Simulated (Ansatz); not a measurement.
C3H9AlO can be A, `C[CH](C)[AlH][OH]`, or B, `C[CH2][Al]([CH3])[OH]`.

Gas-phase electronic energies from Ansatz, PBE0-D4/def2-TZVP geometries. CCSD(T)/CBS adds triple-zeta CCSD(T) − MP2 to the extrapolated MP2 energy (def2 sets, frozen cores). Functionals use def2-TZVPP. One conformer a species, not always the lowest.

Q: Which isomer does CCSD(T)/CBS put lower? Give the gap. (An estimate is asked.)

A: The calculation gave: B, by 53.5 kJ/mol.

Q: Give E(B) − E(A) in kJ/mol with CCSD(T)/def2-SVP, r2SCAN-D4, PBE-D4, B2PLYP, HF/def2-TZVPP, PBE0-D4, CCSD(T)/def2-TZVPP. (Estimate.)

A: Ansatz gave: CCSD(T)/def2-SVP -38.9, r2SCAN-D4 -57.8, PBE-D4 -54.3, B2PLYP -55.6, HF/def2-TZVPP -50.1, PBE0-D4 -53.8, CCSD(T)/def2-TZVPP -52.0. None reverses the order clearly.

Q: Does the order hold for the free energy at 298.15 K (harmonic terms from PBE0-D4)? (Best estimate.)

A: Computed: Yes: G(B) − G(A) = -56.6 kJ/mol, for one conformer each. Modes under 60 cm⁻¹, often nearly free rotors, make the harmonic entropy too high.

Largest T1 diagnostic: 0.011.

At CCSD(T), def2-SVP lies +14.6 kJ/mol from the extrapolated value and def2-TZVPP +1.5 kJ/mol. The D4 term adds +3.3 kJ/mol with B3LYP and +1.6 kJ/mol with PBE0; it sums over pairs of atoms, weighted by their polarisabilities, and B3LYP, whose exchange is more repulsive, gets the larger term.

B3LYP here is the variant with VWN-RPA as its local correlation; programs differ in this.
